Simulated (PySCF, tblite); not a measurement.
Give a GFN2-xTB geometry of thioacetic acid, `CC(O)=S`.

```
atom  x, y, z in Å
C1    -0.9729   -0.0525    0.1320
C2     0.4731    0.2280   -0.0854
O3     1.2310   -0.8622   -0.1437
S4     1.0981    1.7238   -0.2330
H5    -1.3082   -0.8252   -0.5577
H6    -1.1202   -0.4274    1.1450
H7    -1.5551    0.8532   -0.0032
H8     2.1633   -0.6283   -0.2786
```

Orientation and origin are arbitrary. Atoms count from 1 in this order. The 4 heavy atoms lie in one plane (0.001 Å rms).

Bonds between heavy atoms (Å): C1–C2 1.489, C2–O3 1.329, C2=S4 1.628.

Structure optimised with GFN2-xTB, isolated species.

Point group: near Cs, missed by 0.26 Å at most; the miss may be what the optimiser left on a soft mode. Not checked by GFN2-xTB frequencies. The numbers are those of one conformer (C1–C2–O3–H 180°).

These are computed values.

***

**Question.** What does the GFN2-xTB structure of silicon tetrafluoride (`F[Si](F)(F)F`) look like in three dimensions?

**Answer.** 
```xyz
5
SiF4 angstrom
F     -1.2553   -0.0276   -0.9368
Si     0.0018    0.0006   -0.0035
F      1.2902   -0.2576   -0.8553
F      0.1069    1.4008    0.6899
F     -0.1350   -1.1134    1.0885
```

Any rigid rotation of these coordinates is as good. Atoms count from 1 in this order. Si2 (fluorine-bound silicon) is tetrahedral (angles from 109.4° to 109.5°). All 4 F–Si bonds measure 1.566 Å.

Bonds between heavy atoms (Å): F1–Si2 1.566, Si2–F3 1.566, Si2–F4 1.566, Si2–F5 1.566.

The geometry is computed with GFN2-xTB (gas phase).

Point group: Td (every atom within 0.08 Å of its image). Its GFN2-xTB frequencies are all real (lowest 170 cm⁻¹).

***

Task: What does the PBE0-D3(BJ)/def2-SVP structure of InChI=1S/H4Si2/c1-2/h1H,2H3 look like in three dimensions? (Triplet state.)

Result: 
```
atom  x, y, z in Å
Si1    1.5086   -0.6902   -0.2826
Si2   -0.6817    0.0374   -0.0163
H3     2.6880    0.1231    0.1573
H4    -1.0161    0.2456    1.4277
H5    -1.5659   -1.0282   -0.5752
H6    -0.9267    1.3163   -0.7541
```

Orientation and origin are arbitrary. Atoms count from 1 in this order. Si2 (silicon bonded to Si and 3 H) is tetrahedral (angles from 107.0° to 111.4°).

Bonds between heavy atoms (Å): Si1–Si2 2.323.

Computed with PBE0-D3(BJ)/def2-SVP geometry optimisation, gas phase (PySCF).

Point group: Cs (tolerance 0.08 Å). Stationary, but not proved a minimum. ⟨S²⟩ = 2.005 (exact for a triplet: 2.00). This triplet need not be the ground state; the singlet was not compared here.
